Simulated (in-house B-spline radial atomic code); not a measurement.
## Ionising the rubidium ion Rb⁺ with different functionals

Computed with a B-spline radial code for spherical atoms: four-component Dirac-Coulomb Hamiltonian, Fermi nucleus of rms radius 4.2036 fm, spin-restricted, spherical fractional occupations for the functionals. The ionisation energy is the difference of two self-consistent energies, [Ar] 3d10 4s2 4p6 → [Ar] 3d10 4s2 4p5, without Breit or QED terms; ε is the level of the shell that loses the electron (mean over j). The electron is taken from both j subshells in proportion to 2j + 1, so the result is a j average, not the step between ground levels.

Hybrids are left out here: with spherical fractional occupations of an open shell their exact exchange keeps a self-interaction that integer-occupation calculations don't have.

```
           method  rung  ΔSCF (eV)  -ε(4p) (eV)
         LDA VWN5   LDA      27.77        21.80
 relativistic LDA   LDA          ?            ?
         LDA PW92   LDA      27.76        21.80
LDA exchange-only   LDA      26.30        20.37
              PBE   GGA      27.62        21.66
           PBEsol   GGA      27.61        21.65
             BLYP   GGA      27.44        21.48
             RPBE   GGA      27.59        21.63
             PW91   GGA          ?            ?
             BP86   GGA      27.71        21.75
             AM05   GGA      27.59        21.63
             OLYP   GGA      27.65        21.67
```

Problem. What does PW91 give?

Solution. ΔSCF 27.68 eV, and -ε(4p) = 21.72 eV.

Problem. What does relativistic LDA give?

Solution. ΔSCF 27.76 eV, and -ε(4p) = 21.80 eV.

Problem. How do they compare with the NIST value?

Solution. NIST lists 27.290 eV (measured, ground level to ground level). Errors run from -0.99 to +0.48 eV; BLYP is closest (+0.15 eV), but part of that can be cancellation, since the calculations leave out Breit-QED terms, spin polarisation, the choice among j levels, multiplet and fine-structure energies.
